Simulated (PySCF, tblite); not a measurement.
Isomers of C5H11F3N2, one GFN2-xTB conformer each. Single-point energies are computed at PBE0/pcSseg-1 (PySCF, gas phase, no added dispersion term), electronic only.

| SMILES | GFN2-xTB relative energy (kcal/mol) |
| --- | --- |
| C[C@H](NCCN)C(F)(F)F | 0.0 |
| CCCNNCC(F)(F)F | 14.7 |

Conformers: `[CH3:1][C@H:2]([NH:3][CH2:4][CH2:5][NH2:6])[C:7]([F:8])([F:9])[F:10]` with C1–C2–N3–C4 162°, C2–N3–C4–C5 169°, N3–C4–C5–N6 -62°, C4–C5–N6–H -65° and 176°; `[CH3:1][CH2:2][CH2:3][NH:4][NH:5][CH2:6][C:7]([F:8])([F:9])[F:10]` with C1–C2–C3–N4 -64°, C2–C3–N4–N5 167°, C3–N4–N5–C6 81°, N4–N5–C6–C7 178°.

Problem. What does PBE0/pcSseg-1 give for the same structures?

Solution. 
```json
{"SMILES": "C[C@H](NCCN)C(F)(F)F", "PBE0/pcSseg-1 E (Eh)": "-605.49719", "PBE0/pcSseg-1 (kcal/mol)": "0.0", "GFN2-xTB (kcal/mol)": "0.0", "point group": "C1"}
{"SMILES": "CCCNNCC(F)(F)F", "PBE0/pcSseg-1 E (Eh)": "-605.46100", "PBE0/pcSseg-1 (kcal/mol)": "22.7", "GFN2-xTB (kcal/mol)": "14.7", "point group": "C1"}
```

Both levels put the same isomer lowest. As drawn, the higher has an N–N linkage, which the lower lacks.

Problem. Which frontier levels, dipoles and rotational constants go with these structures?

Solution. 
```tsv
SMILES	HOMO (eV, PBE0/pcSseg-1)	LUMO (eV)	dipole (D)	A, B, C (MHz)
C[C@H](NCCN)C(F)(F)F	-6.56	1.34	2.50	2090, 792.1, 709.3
CCCNNCC(F)(F)F	-6.93	1.16	2.73	3627, 455.3, 447.4
```

Problem. What happens when harmonic zero-point energies from GFN2-xTB frequencies are added?

Solution. 
| SMILES | ZPE (kcal/mol) | electronic (kcal/mol) | with ZPE (kcal/mol) |
| --- | --- | --- | --- |
| C[C@H](NCCN)C(F)(F)F | 104.7 | 0.0 | 0.0 |
| CCCNNCC(F)(F)F | 104.4 | 22.7 | 22.4 |

The zero-point energies span 0.3 kcal/mol. The order is unchanged.
